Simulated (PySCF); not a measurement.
# Two-component Hartree-Fock for Pt⁷³⁺ (platinum, charge +73)

Start: [He] 2s2 2p1; 2p3/2 filled at m_j = +3/2. Calculated with PySCF 2.14 in an uncontracted even-tempered set (16 s from 62 bohr⁻², ratio 2.4; 13 p from 81 bohr⁻², ratio 2.4; 5 d from 260 bohr⁻², ratio 2.6; 4 f from 390 bohr⁻², ratio 2.6): generalised Hartree-Fock with the X2C-1e Hamiltonian and a Gaussian nucleus; one run each with spin-orbit coupling (SO) screened by Boettger's factors, then bare. This is a chosen level, not necessarily the ground level.

| spinor shell | electrons | ε, screened SO (eV) | ε, bare SO (eV) | weight of nominal j (bare SO) | rms radius, bare SO (bohr) |
| --- | --- | --- | --- | --- | --- |
| 1s1/2 | 2 | -87699.0 | -87699.4 | 1.000 | 0.0193 |
| 2s1/2 | 2 | -21542.4 | -21542.6 | 1.000 | 0.0752 |
| 2p3/2 | 1 | -19426.9 | -19414.1 | 1.000 | 0.0701 |

```csv
quantity,screened SO,bare SO
E (hartree),-8949.87244,-8949.40033
M_J,3/2,3/2
⟨J²⟩,3.750,3.750
⟨L²⟩,2.000,2.000
⟨S²⟩,0.750,0.750
```

Each row is a mean over spinors that exchange with the open shell spreads, by up to 70.171 eV (2s1/2).

Breit and QED terms are absent; they matter most for the inner s and p1/2 levels.

Densities and radii are taken from the X2C orbitals without a picture-change correction, which distorts them close to the nucleus.
